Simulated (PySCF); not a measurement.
Species: C8H7BrO2.
Numbering: `[CH3:1][O:2][C:3](=[O:4])[c:5]1[cH:6][cH:7][c:8]([Br:9])[cH:10][cH:11]1` (hydrogens: H12, H13, H14 on C1; H15 on C6; H16 on C7; H17 on C10; H18 on C11)

Computed, not measured: PySCF 2.14.0, PBE0-D3(BJ)/def2-SVP geometry optimisation, gas phase.

**Question.** What internal coordinates does the optimisation give?

**Answer.** 
```csv
bond,length (pm),order
C1–O2,141.6,single
O2–C3,133.7,single
C3=O4,120.6,double
C3–C5,148.6,single
"C5–C6, C5–C11",139.9,aromatic
"C6–C7, C10–C11",139.0,aromatic
"C7–C8, C8–C10",139.6,aromatic
C8–Br9,188.4,single
"C1–H12, C1–H13, C1–H14",109.9,single
"C6–H15, C11–H18",109.1,single
"C7–H16, C10–H17",109.1,single
```

Bonds in one row agree within 1 pm and their mean is given. Orders are formal, as drawn. A selection of angles:
```csv
angle,degrees
O2–C1–H12,110.9
O2–C1–H14,106.4
H12–C1–H13,108.2
H12–C1–H14,110.3
C1–O2–C3,115.8
O2–C3–O4,123.2
O2–C3–C5,112.5
O4–C3–C5,124.3
C3–C5–C6,117.9
C3–C5–C11,122.4
C6–C5–C11,119.7
C5–C6–C7,120.5
C5–C6–H15,118.4
C7–C6–H15,121.0
C6–C7–C8,119.0
C6–C7–H16,120.8
C8–C7–H16,120.1
C7–C8–Br9,119.4
C7–C8–C10,121.2
C10–C11–H18,120.3
C5–C11–C10,120.3
C5–C11–H18,119.5
```

Dihedral angles: C1–O2–C3–O4 0° (synperiplanar); O2–C3–C5–C6 180° (antiperiplanar).

Of the pairs four or more bonds apart, O2···H18 is among the closest relative to their van der Waals radii: 2.41 Å, 89 % of the sum of Bondi's values. The C–O distances run from 1.206 Å (C3=O4, drawn double) to 1.416 Å (C1–O2, drawn single), a spread of 0.210 Å. The C–C distances run from 1.389 Å (C6–C7, aromatic) to 1.486 Å (C3–C5, drawn single), a spread of 0.097 Å. The 6-membered ring C5–C6–C7–C8–C10–C11 has internal angles of 119.0° to 121.2° (sum 720°, against 720° for a flat polygon); it is planar, 0.00 Å rms from its mean plane, widest ring torsion 0°. The 11 heavy atoms lie in one plane (0.005 Å rms). O2 (ester single-bonded oxygen) is bent (angle 115.8°).

Point group: Cs (tolerance 0.08 Å). Whether it is a minimum is left open (no frequencies). One conformer, not necessarily the lowest.

Cost: about 12 min of CPU time on one thread; the machine was shared, so the figure is rough. This is the geometry optimisation.
